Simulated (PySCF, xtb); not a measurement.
CH3F3OSi, SMILES FC[Si](F)(O)F.

xtb with GFN2-xTB at its own geometry gives an orbital gap of 7.71 eV and a dipole moment of 1.58 D.

Coordinates come from a PBE-D3(BJ)/def2-SVP optimisation. The structure was generated by enumeration, and PubChem lists no compound with its InChIKey, so it may never have been made. Other conformers were not sampled.

**Question.** What does PBE/def2-TZVP run with PySCF give? (Estimate from the structure and the level; the computed values follow.)

**Answer.** gap 7.01 eV (levels -7.96 and -0.95 eV), dipole 2.28 D.
